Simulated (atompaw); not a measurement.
boron (B): one change to a PAW (atompaw) potential, before and after

| Item | Value |
| --- | --- |
| Element | boron (B) |
| Generator | atompaw 4.2.0.5 |
| Type | PAW |
| Functional | PBEsol |
| Relativity | non-relativistic |
| Frozen core | [He] |
| Valence charge | 3 |
| Reference configuration | 2s1 2p0 (charge +2) |
| Partial waves | 2s (bound): rc 1.45 bohr; 2s channel at 0.05 Ry: rc 1.45 bohr; 2p (bound, empty): rc 2.75 bohr; 2p channel at -0.8 Ry: rc 2.75 bohr |
| Local potential | troulliermartins scheme with l = 2 at 1 Ry, radius 2.50 bohr |
| Core correction | smooth core density matched at 1.55 bohr |
| Augmentation charge | sinc compensation charge, radius 2.65 bohr; PAW radius 2.75 bohr; waves and projectors: custom polynom2 7 10 vanderbiltortho |

Change: wave 2s channel at 0.05 Ry: rc 1.45 bohr becomes 2s channel at 4.65 Ry: rc 1.45 bohr.

Cutoffs: the cutoffs (Ry, on a coarse ladder) from which the occupation-weighted sum of valence levels, in a spherical-Bessel basis at the reference potential, stays within 10 and 1 mRy of its value at 400 Ry; they do not see the model core or the augmentation charge, which bear on the density cutoff.

**Question.** What does the change do?

**Answer.** The potential gets softer (10 Ry and 18 Ry → 6 Ry and 18 Ry); the range in which the s phases agree narrows (upper end 3.9 → -1.6); neither file shows a bound ghost.

| quantity | base | changed |
| --- | --- | --- |
| cutoff, loose | 10 Ry | 6 Ry |
| cutoff, tight | 18 Ry | 18 Ry |
| bound ghosts | none | none |
| s: phases at 2.77 bohr within 0.05 rad from the reference energy up to (Ry; the scan ends near 5) | 3.9 | -1.6 |
| p: phases at 2.77 bohr within 0.05 rad from the reference energy up to (Ry; the scan ends near 5) | 0.1 | 0.1 |
| lowest overlap eigenvalue by channel | s 0.53, p 0.91 | s 0.45, p 0.91 |

Changed file: The cutoffs count occupied waves only; the empty 2p level needs 10 Ry at the loose tolerance. The cutoffs see the waves, projectors and local potential, not the compensation charge or the core.
